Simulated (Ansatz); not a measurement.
Job for Ansatz (a first-principles code): R-RI-MP2/aug-cc-pVQZ on BH3 (SMILES B) with ghost functions. Files ending in .json are basis or fitting sets from the Basis Set Exchange.

Ansatz 0.2 input:
```yaml
crystal:
  periodic: [false, false, false]
  atoms:
    - {symbol: B, position_ang: [0.05092971, -0.01422898, 0.50933895]}
    - {symbol: H, position_ang: [0.35862152, 1.07006016, 0.11994969]}
    - {symbol: H, position_ang: [0.91233479, -0.82054991, 0.33790774]}
    - {symbol: H, position_ang: [-1.00059855, -0.37162160, 0.07540596]}
basis:
  gaussian:
    orbitals: aug-cc-pVQZ
    fitting: {mean_field: def2-universal-JKFIT, correlation: aug-cc-pVQZ-RIFIT.json}
    ghost_atoms:
      - {symbol: C, position_ang: [-0.24788773, 0.19073542, 3.04243995]}
      - {symbol: O, position_ang: [-0.11574229, 0.10043540, 1.92127002]}
magnetization: {spin_polarized: false}
correlation: {method: mp2, electrons: outside_noble_gas}
scf: {lower_state_search: off}
```

Output:

```
WARN ansatz: RAYON_NUM_THREADS=1 ignored (pool sized by the plan → 1); use --threads N
Functional definition: HF
these checks for a lower state are left out or cut short: stability, starts, cluster_reference, orbital_swaps, neighbouring_geometries, increment
integrals: 0.39 GiB planned
281 factors; integrals over basis functions are off by at most 4.4e0 eV
mean field: 0.65 GiB planned
mean field evaluation 1: about -717.2463 eV, gradient 1.1e1 eV
mean field evaluation 2: about -717.6603 eV, gradient 2.5e0 eV
mean field evaluation 4: about -717.6925 eV, gradient 7.6e-2 eV
mean field -717.69255719 eV, -26.3747150071 hartree, gradient 6.0e-7 eV, S^2 0.000000; 0 other end points of the search recorded, 0 dependent functions left out
1 core orbitals not correlated
744 factors; their error is unknown
reference -717.69255719 eV, -26.3747150071 hartree; 3, 3 occupied and 374, 374 virtual orbitals, 744 factors
second order -3.35805876 eV of doubles, -0.00000000 eV of singles
Total energy: -721.05061595 eV, -26.4981213904 hartree
Checks for a lower state left out: stability, starts, cluster_reference, orbital_swaps, neighbouring_geometries, increment
```

The run converged.

Cost: about 4 core-seconds (a rough figure).
